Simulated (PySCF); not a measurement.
This singlet lies 0.26 eV below the relaxed triplet at the level B3LYP-D3(BJ)/def2-TZVP (PySCF); other levels give the other order.

## C$_{3}$H$_{6}$N, SMILES `C=C[N+]C` (singlet; the order of the spin states depends on the level; C–C–N–C torsion 180°) (charge 1, multiplicity 1)

Calculation: PBE-D3(BJ)/def2-TZVP // B3LYP-D3(BJ)/def2-TZVP (PySCF).

- HOMO: -12.59 eV
- HOMO–LUMO gap: 1.20 eV
- LUMO: -11.39 eV
- total energy: -172.1470 Ha
- cost: very roughly 60 core-seconds

```xyz
10

C      1.9229    -0.2076     0.2831
C      0.7002     0.1218    -0.2805
N     -0.3477    -0.2157     0.4415
C     -1.6382     0.0658    -0.0251
H      1.9396    -0.7042     1.2478
H      2.8622     0.0166    -0.2123
H      0.6236     0.6208    -1.2458
H     -2.1494     0.6239     0.7801
H     -2.1978    -0.8868     0.0026
H     -1.7154     0.5655    -0.9913
```
Charge +1, spin multiplicity 1.
